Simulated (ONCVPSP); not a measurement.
# ruthenium (Ru): one change to an ONCV potential, before and after

* Element: Ru (Z = 44)
* Generator: ONCVPSP 4.0.1
* Type: optimised norm-conserving Vanderbilt (ONCV)
* Functional: PBE
* Relativity: scalar-relativistic
* Frozen core: [Ar] 3d10
* Valence charge: 16
* Reference configuration: 4s2 4p6 4d5 (charge +3)
* Partial waves: 4s: rc 1.15 bohr, ncon 4, nbas 7, qcut 4.8 1/bohr, 2 projectors, debl 1.7 Ha; 4p: rc 1.35 bohr, ncon 3, nbas 6, qcut 8.3 1/bohr, 2 projectors, debl 1.1 Ha; 4d: rc 1.40 bohr, ncon 4, nbas 7, qcut 6.7 1/bohr, 1 projector
* Local potential: polynomial inside 0.90 bohr (lpopt 5, dvloc0 -1 Ha)
* Core correction: none

In the s channel the program set the typed energies aside and used -4.082, 0.250 Ha. In the p channel the program set the typed energies aside and used -2.967, 0.250 Ha.

All-electron outer shells of the reference configuration (PBE, scalar-relativistic, ld1.x):

```
shell  level (eV)  outermost node (bohr)  outermost maximum (bohr)
   4s     -111.08                   0.48                      0.91
   4p      -80.72                   0.49                      0.98
   4d      -37.35                   0.48                      1.17
```

Change: s: rc 1.26.

Cutoffs: the cutoffs (Ha) at which the residual kinetic energy of the hardest occupied pseudo-wave falls to 1 and 0.1 mHa per electron; they do not see the model core or the augmentation charge, which bear on the density cutoff. Errors are all-electron minus pseudo energies relative to the spin-unpolarised reference configuration.

Q: How do hardness, ghosts and transferability respond?

A: The potential gets softer (92 Ha and 121 Ha → 76 Ha and 94 Ha); the errors of the 4 common tests hardly move; neither file shows a bound ghost. A larger radius leaves more room for a smooth pseudo-wave, so fewer plane waves are needed.

```tsv
quantity	base	changed
cutoff, loose	92 Ha	76 Ha
cutoff, tight	121 Ha	94 Ha
loose cutoff by channel	s 92 Ha, p 26 Ha, d 27 Ha	s 76 Ha, p 26 Ha, d 27 Ha
bound ghosts	none	none
GHOST(+) flags under 300 eV	s at 153.7 eV	s at 116.0 eV
error for 4s2 4p6 4d7 5s1, meV [ΔE -56.10 eV]	+12	+12
error for 4s2 4p6 4d7, meV [ΔE -48.81 eV]	+10	+10
error for 4s2 4p6 4d6, meV [ΔE -30.62 eV]	+5.1	+5.1
error for 4s2 4p6 4d6 5s1, meV [ΔE -45.99 eV]	+8.4	+8.6
p: phases at 1.37 bohr within 0.05 rad from the reference energy up to (Ha; the scan ends near 5)	4.2	4.2
d: phases at 1.42 bohr within 0.05 rad from the reference energy up to (Ha; the scan ends near 5)	3.3	3.3
```
